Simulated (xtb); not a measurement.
Sn(F)3(OMe) (CH3F3OSn), SMILES C[O][Sn]([F])([F])[F]. All values are semi-empirical tight-binding results from xtb (GFN2-xTB unless named), good for trends rather than for accurate numbers. Geometry: GFN2-xTB. The structure was generated by enumeration; whether it is a known compound was not checked. One conformer was computed; it need not be the lowest.

Optimised geometry:

```xyz
9

C     -2.6183    -0.0852    -0.6783
O     -1.5187     0.7614    -0.4934
Sn     0.2629     0.0528     0.0629
F      0.9320    -1.2439    -1.2729
F      1.6353     1.4314     0.3427
F      0.0461    -1.0120     1.7176
H     -3.4202     0.6075    -0.9554
H     -2.4732    -0.7975    -1.4949
H     -2.9109    -0.6087     0.2360
```
Charge 0, spin multiplicity 1.

For metal compounds this method's bond lengths and energies can be far off.

```json
{
 "orbital_gap": "2.37 eV",
 "zero_point_energy": "26.5 kcal/mol",
 "G − E(el) at 298.15 K (modified RRHO)": "2.8 kcal/mol"
}
```

Computed atomic charges and the Wiberg bond orders between heavy atoms:
charges (e) C1 0.03, O2 -0.28, Sn3 0.66, F4 -0.23, F5 -0.21, F6 -0.23, H7 0.12, H8 0.07, H9 0.08. Bond orders C1–O2 1.02, O2–Sn3 0.67, Sn3–F4 0.77, Sn3–F5 0.79, Sn3–F6 0.77.
